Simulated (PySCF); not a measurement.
# Excitation energy of Pd by level of theory

Pd [Kr] 4d10 (1S) → Pd [Kr] 4d9 5p1 (high-spin determinant), as a difference of total energies. Calculation: PySCF 2.14, in x2c-TZVPPall; scalar relativity by spin-free X2C-1e. Correlated levels: valence and next inner shell: [Ar] 3d10 frozen. The calculations carry no spin-orbit coupling.

```json
{"method": "UHF", "excitation energy (cm⁻¹)": "23308"}
{"method": "MP2 (valence and next inner shell)", "excitation energy (cm⁻¹)": "39721"}
{"method": "SCS-MP2 (valence and next inner shell)", "excitation energy (cm⁻¹)": "37875"}
{"method": "CCSD (valence and next inner shell)", "excitation energy (cm⁻¹)": "33928"}
{"method": "CCSD(T) (valence and next inner shell)", "excitation energy (cm⁻¹)": "34809"}
```

The basis was made for the ground configuration and has no added diffuse functions, so the excitation energy can come out too high.

The determinant of the upper state mixes LS terms, which raises its energy above the lowest term, most at the Hartree-Fock and MP2 levels.
